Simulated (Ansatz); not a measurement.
Program: Ansatz. Geometries: PBE0-D4/def2-TZVP. ΔE: electronic, gas phase. CBS: MP2 limit from def2 TZ/QZ plus the TZ coupled-cluster correction, frozen cores. Functionals use def2-TZVPP. def2 core potentials past Kr. For Sn outer-core shells are correlated without core-valence functions, which leaves a few kJ/mol of doubt a bond. One conformer a species, not always the lowest.

Reaction (isomerisation): `C[CH](C)[Sn][F]` → `[F][SnH]1[CH2]C[CH2]1`

`C[CH](C)[Sn][F]`:

Z-matrix (Å, degrees):
```
C
C 1 1.523
H 1 1.095 2 112.7
H 1 1.094 2 111.0 3 -120.9
H 1 1.097 2 111.1 3 119.8
C 2 1.523 1 111.7 3 -177.1
Sn 2 2.201 1 109.2 3 62.3
H 2 1.097 1 109.6 3 -55.5
H 6 1.097 2 111.1 1 57.5
H 6 1.094 2 111.0 1 -61.8
H 6 1.095 2 112.7 1 177.3
F 7 1.956 2 91.9 1 60.6
```

`[F][SnH]1[CH2]C[CH2]1`:

Cartesian coordinates in Å:
```
F 0.013 -0.776 -2.861
Sn 0.709 -0.773 -1.056
C 0.524 1.155 -0.107
C -0.304 0.481 1.011
C -0.854 -0.841 0.428
H 2.095 -1.762 -1.177
H -0.085 1.789 -0.755
H 1.395 1.718 0.222
H -1.096 1.131 1.396
H 0.353 0.253 1.855
H -0.943 -1.668 1.130
H -1.809 -0.707 -0.086
```

(1) Is it downhill or uphill in electronic energy at CCSD(T)/CBS, and by how much? (Best estimate.)

(2) What do these levels give: ωB97X-V, ωB97M-V, SCS-MP2/def2-TZVPP, HF/def2-QZVPP, SCS-MP2/def2-QZVPP, HF/CBS(def2)? (Estimate.)

Largest T1 diagnostic among the species: 0.014.

Answers

(1) Ansatz gave: Uphill: ΔE = +89.4 kJ/mol.

(2) Ansatz gave: ωB97X-V 89.7, ωB97M-V 96.2, SCS-MP2/def2-TZVPP 96.5, HF/def2-QZVPP 105.9, SCS-MP2/def2-QZVPP 95.9, HF/CBS(def2) 105.9 kJ/mol.

The D4 term adds +3.5 kJ/mol with B3LYP and +1.9 kJ/mol with PBE0; it sums over pairs of atoms, weighted by their polarisabilities, and B3LYP, whose exchange is more repulsive, gets the larger term. In def2-TZVPP, CCSD(T) changes the Hartree–Fock value by −17.1 kJ/mol (the triples alone add −4.2 kJ/mol) and MP2 by −14.3 kJ/mol.

B3LYP here is the variant with VWN-RPA as its local correlation; programs differ in this.
